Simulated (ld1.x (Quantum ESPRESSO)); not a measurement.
u(r) = r·R(r): atom against pseudo-atom (Mo (Z = 42))

Columns: radius, all-electron u(r) and pseudo u(r) of the 5s shell (level -4.09 eV) of molybdenum in the configuration [Ar] 3d10 4s2 4p6 4d5 5s1 5p0; PBE, scalar-relativistic, TM scheme, ld1.x (Quantum ESPRESSO) 7.5.

```tsv
r (bohr)	all-electron	pseudo
0.118	-0.1011	0.0151
0.235	0.1043	0.0301
0.353	0.1557	0.0454
0.470	0.0379	0.0607
0.588	-0.1125	0.0765
0.705	-0.2189	0.0925
0.822	-0.2638	0.1091
0.940	-0.2537	0.1270
1.058	-0.2028	0.1463
1.175	-0.1274	0.1677
1.292	-0.0397	0.1919
1.410	0.0519	0.2201
1.528	0.1407	0.2526
1.645	0.2222	0.2894
1.763	0.2958	0.3308
1.880	0.3596	0.3746
1.998	0.4145	0.4192
2.115	0.4601	0.4609
2.232	0.4972	0.4972
2.350	0.5270	0.5270
2.468	0.5498	0.5498
2.585	0.5663	0.5663
2.702	0.5773	0.5773
2.820	0.5837	0.5837
2.938	0.5859	0.5859
3.055	0.5845	0.5845
```

Problem. How many radial nodes do the two functions have?

Solution. The all-electron 5s function has n − l − 1 = 4 (the table is too coarse to show those close to the nucleus); the pseudo-wave has 0, since the states of the same l below it are removed with the core.

Problem. At about which radius was the pseudo-wave matched?

Solution. 2.35 bohr. The columns agree to 0.0005 from 2.23 bohr on; several derivatives are matched, so the curves merge somewhat inside the radius.

Problem. Is the pseudo-wave norm-conserving?

Solution. Yes: the TM scheme keeps the norm inside the radius equal to the all-electron one, which fixes the energy derivative of the logarithmic derivative at the level.
